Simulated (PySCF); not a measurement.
Ga(Br)2(OH) (Br2GaHO), SMILES [Br][Ga]([Br])[OH].

The structure is a stationary point at PBE0-D3(BJ)/def2-SVP. The structure was generated by enumeration; whether it is a known compound was not checked. The values are those of a single conformer.

Calculation: TDDFT-B3LYP/def2-SVPD (PySCF).

Vertical excitations.  State labels are in the subgroup Cs.

Task: List the lowest excited states. (Estimate from the structure and the level; the computed values follow.)

Result: 
```tsv
state	symmetry	energy (eV)	λ (nm)	f	main pairs
S1	A'	5.20	238	0.021	HOMO→LUMO 99 %
S2	A"	5.33	232	0.000	HOMO−1→LUMO 99 %
S3	A'	5.51	225	0.036	HOMO−2→LUMO 97 %
S4	A"	5.52	225	0.007	HOMO−3→LUMO 98 %
S5	A"	5.95	208	0.000	HOMO→LUMO+1 100 %
S6	A"	6.21	200	0.000	HOMO−2→LUMO+1 100 %
S7	A'	6.29	197	0.004	HOMO−1→LUMO+1 72 %, HOMO−5→LUMO 23 %
S8	A"	6.43	193	0.045	HOMO−4→LUMO 98 %
S9	A'	6.54	190	0.038	HOMO−3→LUMO+1 61 %, HOMO−6→LUMO 14 %, HOMO−5→LUMO 12 %, HOMO−1→LUMO+1 11 %
S10	A'	7.03	176	0.229	HOMO−5→LUMO 45 %, HOMO−3→LUMO+1 25 %, HOMO−4→LUMO+1 8 %
T1	A'	4.85	255	0	HOMO→LUMO 98 %
T2	A"	5.04	246	0	HOMO−1→LUMO 98 %
T3	A'	5.11	243	0	HOMO−2→LUMO 98 %
T4	A"	5.21	238	0	HOMO−3→LUMO 97 %
```
Triplets are in the Tamm–Dancoff approximation, which puts them higher than full response would, so one can lie above its singlet here.
